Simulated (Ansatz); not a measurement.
Start from `[CH3][Al]([CH3])[O]B(O)O` and change one atom or group to get `OB(O)OC[SiH3]`.

Ansatz, PBE0-D4/def2-TZVP geometries, multiplicity 1. Each molecule was computed in one conformer, which needn't be the lowest.

```tsv
property	`[CH3][Al]([CH3])[O]B(O)O`
HOMO–LUMO gap (B3LYP/def2-TZVPP) / eV	7.07
HOMO energy (PBE0/def2-TZVPP) / eV	-7.66
HOMO energy (PBE/def2-TZVPP) / eV	-6.36
size of the dipole moment (PBE/def2-TZVPP) / D	0.86
HOMO–LUMO gap (PBE/def2-TZVPP) / eV	5.44
HOMO energy (ωB97M-V/def2-TZVPP) / eV	-9.89
```

**Question.** Give the same properties after the change, and the shifts. (Best estimate.)

**Answer.** The calculation gave: 
| property | `OB(O)OC[SiH3]` | shift |
| --- | --- | --- |
| HOMO–LUMO gap (B3LYP/def2-TZVPP) / eV | 8.29 | 1.22 |
| HOMO energy (PBE0/def2-TZVPP) / eV | -8.60 | -0.94 |
| HOMO energy (PBE/def2-TZVPP) / eV | -7.06 | -0.70 |
| size of the dipole moment (PBE/def2-TZVPP) / D | 2.40 | 1.54 |
| HOMO–LUMO gap (PBE/def2-TZVPP) / eV | 6.45 | 1.01 |
| HOMO energy (ωB97M-V/def2-TZVPP) / eV | -10.93 | -1.04 |

With PBE0 the HOMO falls by 0.94 eV and the LUMO rises by 0.33 eV, so the gap widens by about 1.27 eV. PBE moves the HOMO by -0.70 eV and ωB97M-V by -1.04 eV. Dipoles are sizes alone; their direction can turn.

B3LYP here is the variant with VWN-RPA as its local correlation; programs differ in this.
